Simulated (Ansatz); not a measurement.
Cost and result for the atomization energy of CH₄AlCl₂N, SMILES `C[NH][Al]([Cl])[Cl]` (9 atoms, 8 bonds).

Z-matrix (Å, degrees):
```
C
N 1 1.449
H 1 1.095 2 112.0
H 1 1.092 2 109.9 3 -119.2
H 1 1.095 2 112.0 3 121.5
Al 2 1.748 1 128.6 3 119.4
H 2 1.009 1 112.6 3 -60.6
Cl 6 2.083 2 119.8 1 -179.9
Cl 6 2.084 2 120.0 1 0.1
```

The species carries charge 0 and has multiplicity 1. The geometry is a stationary point of PBE0-D4/def2-TZVP. It is one conformer, not always the lowest. Program: Ansatz. All runs use 4 threads of an Arm Neoverse V2 on a shared host. Times are those of one run each, without the atoms' runs, and a repeat can differ threefold. Electronic energies, without spin–orbit coupling; frozen cores. CCSD(T)/CBS adds CCSD(T) − MP2 in def2-TZVPP to the MP2 limit, and its time is that of the two runs behind it. T1 = 0.009. B3LYP takes the VWN-RPA correlation (the form of Gaussian; ORCA's B3LYP/G). HSE06 is the plane-wave form, built on full-range PBE exchange.

CCSD(T)/CBS is a level of theory with its own doubt, some kJ/mol a heavy atom from the limit and from the frozen cores, so smaller differences don't rank the functionals.

| level | functions | wall time |
| --- | --- | --- |
| BLYP-D4/def2-TZVPP | 244 | 1.7 s |
| CCSD(T)/def2-SVP | 102 | 2.6 s |
| HSE06-D4/def2-TZVPP | 244 | 2.9 s |
| B3LYP-D4/def2-TZVPP (with forces) | 244 | 3.8 s |
| B2PLYP/def2-TZVPP | 244 | 4 s |
| r2SCAN-D4/def2-TZVPP (with forces) | 244 | 4 s |
| PBE-QIDH/def2-TZVPP | 244 | 4.2 s |
| r2SCANh-D4/def2-TZVPP | 244 | 4.5 s |
| ωB97X-V/def2-TZVPP | 244 | 7 s |
| ωB97M-V/def2-TZVPP (with forces) | 244 | 9.5 s |
| MP2/def2-QZVPP | 444 | 14 s |
| CCSD(T)/def2-TZVPP | 244 | 89 s |
| CCSD(T)/CBS(def2) | – | 100 s |

What atomization energy does each give, and how far from CCSD(T)/CBS? (Best estimate.)

Computed: 
```
                             level  atomization (kJ/mol)  difference from CCSD(T)/CBS  per bond
                BLYP-D4/def2-TZVPP                3198.3                        -33.5      -4.2
                  CCSD(T)/def2-SVP                3025.7                       -206.1     -25.8
               HSE06-D4/def2-TZVPP                3228.0                         -3.8      -0.5
 B3LYP-D4/def2-TZVPP (with forces)                3211.0                        -20.8      -2.6
                 B2PLYP/def2-TZVPP                3184.0                        -47.8      -6.0
r2SCAN-D4/def2-TZVPP (with forces)                3236.8                          5.0       0.6
               PBE-QIDH/def2-TZVPP                3210.5                        -21.3      -2.7
             r2SCANh-D4/def2-TZVPP                3217.6                        -14.2      -1.8
                ωB97X-V/def2-TZVPP                3239.9                          8.1       1.0
  ωB97M-V/def2-TZVPP (with forces)                3242.7                         10.9       1.4
                    MP2/def2-QZVPP                3265.0                         33.2       4.2
                CCSD(T)/def2-TZVPP                3133.2                        -98.6     -12.3
                 CCSD(T)/CBS(def2)                3231.8                          0.0       0.0
```

From BLYP to BHLYP (50 % exact exchange), in def2-TZVPP and without D4, the atomization energy moves by −46.7 kJ/mol: exact exchange takes away binding that semilocal exchange gives to molecules. The D4 term adds +34.3 kJ/mol with B3LYP and +18.2 kJ/mol with PBE0; it sums over pairs of atoms, weighted by their polarisabilities, and B3LYP, whose exchange is more repulsive, gets the larger term. At CCSD(T), def2-SVP lies −206.1 kJ/mol from the extrapolated value and def2-TZVPP −98.6 kJ/mol: correlation converges slowly with the basis, and small sets miss more of it in the bonded molecule than in its fragments.
